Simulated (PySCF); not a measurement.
Compound: CoBr2 (quartet state).
SMILES: `[Br][Co][Br]`

Theory: PySCF 2.14.0, PBE0-D3(BJ)/def2-SVP geometry optimisation, gas phase.

Masses are those of the commonest isotopes; rigid-rotor values at the optimised geometry. 

(1) What are the moment of inertia and the rotational constant?

## Answers

(1) I = 799.436 u·Å², B = 505379 MHz·u·Å²/I = 632.2 MHz (0.0211 cm⁻¹, or 0.030 K as hB/k).

If the electronic state has orbital angular momentum about the axis (Π, Δ; not determined here), the simple ladder of levels BJ(J+1) doesn't apply.

No PBE0-D3(BJ)/def2-SVP frequencies stand behind this structure, so it isn't proved a minimum. ⟨S²⟩ = 3.757 (exact for a quartet: 3.75). No vibrational averaging or centrifugal distortion is included, and the geometry carries the error of its method.

Hardware: an x86-64 server with one thread, on a shared host. Cost: 26 s. These figures are those of the optimisation.

For an open-shell metal species like this, the optimisation's SCF solution wasn't tested for stability and no frequencies at its level were run, so a lower state or another shape may exist.
